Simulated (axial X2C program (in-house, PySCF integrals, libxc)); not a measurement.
**PbCl⁻ with a deliberately poor setting**

Computed with an in-house all-electron X2C program for linear molecules (integrals from PySCF).

Input:
```json
{
 "zs": [
  82,
  17
 ],
 "q": -1,
 "bas": [
  "dyall-av3z",
  "dyall-av3z"
 ],
 "levels": [
  "PBE0",
  "HF",
  "M06",
  "TPSS"
 ],
 "cc": false,
 "r0": 2.43,
 "npts": 10,
 "nst": 2,
 "ntry": 6,
 "opt": {
  "ecut": 0.5
 }
}
```
```bash
python so2c.py task.json out
```

Keys: zs atomic numbers; q charge; bas basis sets; levels methods; cc coupled cluster on or off; r0 starting distance in Å; npts points on the curve; nst determinants followed; ntry starts of the search; ecut virtual cutoff in hartree. HF also brings MP2.

**Question.** One numerical setting was spoiled on purpose. Which, and what came out?

**Answer.** Virtual space cut too low. States: spin-free M_S = 1, Λ = 0; 2c Ω = 0. The apparent results, which are not to be taken for properties of PbCl⁻:

| Hamiltonian | level | points converged | Re (Å) | ωe (cm⁻¹) | De (eV) | curve-fit residual (μEh) |
| --- | --- | --- | --- | --- | --- | --- |
| spin-free | PBE0 | 10 of 10 | 2.632 | 224 | 1.71 | 0.53 |
| spin-free | HF | 10 of 10 | 2.710 | 196 | 1.27 | 0.00027 |
| spin-free | MP2 | 10 of 10 | 2.675 | 213 | 1.35 | 0.057 |
| spin-free | M06 | 10 of 10 | 2.639 | 224 | 1.67 | 1.3 |
| spin-free | TPSS | 10 of 10 | 2.650 | 221 | 1.74 | 0.99 |
| 2c | PBE0 | 10 of 10 | 2.734 | 175 | 0.88 | 0.51 |
| 2c | HF | 10 of 10 | 2.884 | 126 | 0.47 | 0.02 |
| 2c | MP2 | 10 of 10 | 2.774 | 161 | 0.51 | 0.032 |
| 2c | M06 | 10 of 10 | 2.772 | 164 | 0.91 | 1.9 |
| 2c | TPSS | 10 of 10 | 2.738 | 179 | 0.95 | 1 |
